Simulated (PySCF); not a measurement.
Cl₂FHNNb, multiplicity 1. Atoms are numbered in the order given.

```xyz
6

Nb     0.0239    -0.2751     0.0000
N      1.5639    -1.0755     0.0000
H      2.4640    -1.5507     0.0000
F     -1.2969    -1.5973     0.0000
Cl    -0.0800     1.0215    -1.9089
Cl    -0.0800     1.0215     1.9089
```

The structure is a stationary point at B3LYP-D3(BJ)/def2-SVP. The spin state was assumed, not searched. The structure was generated by enumeration; whether it is a known compound was not checked. The def2 effective core potentials stand for the cores of Nb; spin–orbit coupling is left out.

All values below come from PBE0/def2-TZVP (PySCF).

Isolated molecule, no solvent.

```yaml
total_energy: -1132.43675 hartree
point_group: Cs
highest_occupied_level: -8.81 eV
lowest_empty_level: -2.73 eV
orbital_gap: 6.08 eV
dipole_moment: 1.59 D
quadrupole, principal values (traceless, Buckingham form, about the centre of nuclear charge): -5.85, -4.21, 10.07 D·Å
mean_static_polarisability: 70.0 bohr³ (10.37 Å³)
polarisability_principal_values: 56.6, 73.8, 79.4 bohr³
```
